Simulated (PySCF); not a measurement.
Reaction (SMILES): C=[SiH2] (CH2-SiH2) → C=[SiH-] + H+
B3LYP-D3(BJ)/def2-TZVP geometries, fixed; electronic energies without zero-point terms.

Effect of the atomic grid (radial, angular points) at r2SCAN/def2-SVP with PySCF, against the last row, where the deprotonation energy is 368.85 kcal/mol. The proton leaves the site shown, which need not be the most acidic. Cost is core time over that of atom_grid: 30, 110, unpruned, rough, on shared machines of one kind.

```csv
setting,"grid points, largest species",largest shift of a total energy (mEh),shift of the deprotonation energy (kcal/mol),cost
"atom_grid: 30, 110, unpruned",19800,1.392,-0.162,1×
"atom_grid: 50, 194, unpruned",58200,-0.404,-0.019,1×
"atom_grid: 75, 302, unpruned",135904,0.017,0.001,2×
"atom_grid: 99, 590, unpruned",350464,-0.008,-0.002,6×
"atom_grid: 150, 974, unpruned",876600,0.000,0.000,10×
```

Within 0.1 kcal/mol in the deprotonation energy: atom_grid: 50, 194, unpruned; atom_grid: 75, 302, unpruned; atom_grid: 99, 590, unpruned. The largest shift is 1.392 mEh in a total energy and 0.162 kcal/mol in the difference.
